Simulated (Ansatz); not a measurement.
Start from `CN([SiH2]O)[SiH2]Cl` and change one atom or group to get `CN[SiH2]O`.

Ansatz, PBE0-D4/def2-TZVP geometries, multiplicity 1. Each molecule was computed in one conformer, which needn't be the lowest.

```json
{"property": "HOMO energy (ωB97M-V/def2-TZVPP) / eV", "`CN([SiH2]O)[SiH2]Cl`": "-9.78"}
{"property": "HOMO–LUMO gap (ωB97M-V/def2-TZVPP) / eV", "`CN([SiH2]O)[SiH2]Cl`": "11.68"}
{"property": "LUMO energy (PBE0/def2-TZVPP) / eV", "`CN([SiH2]O)[SiH2]Cl`": "0.25"}
{"property": "size of the dipole moment (ωB97M-V/def2-TZVPP) / D", "`CN([SiH2]O)[SiH2]Cl`": "1.85"}
{"property": "size of the dipole moment (PBE/def2-TZVPP) / D", "`CN([SiH2]O)[SiH2]Cl`": "1.77"}
{"property": "LUMO energy (ωB97M-V/def2-TZVPP) / eV", "`CN([SiH2]O)[SiH2]Cl`": "1.90"}
```

(1) What does the change do to each property? (An estimate is asked.)

Answers

(1) Ansatz gave: 
```csv
property,`CN[SiH2]O`,shift
HOMO energy (ωB97M-V/def2-TZVPP) / eV,-9.35,0.43
HOMO–LUMO gap (ωB97M-V/def2-TZVPP) / eV,11.44,-0.24
LUMO energy (PBE0/def2-TZVPP) / eV,0.62,0.37
size of the dipole moment (ωB97M-V/def2-TZVPP) / D,2.03,0.18
size of the dipole moment (PBE/def2-TZVPP) / D,2.00,0.23
LUMO energy (ωB97M-V/def2-TZVPP) / eV,2.09,0.19
```

With PBE0 the HOMO rises by 0.52 eV and the LUMO rises by 0.37 eV, so the gap narrows by about 0.15 eV. PBE moves the HOMO by 0.58 eV and ωB97M-V by 0.43 eV. Dipoles are sizes alone; their direction can turn.
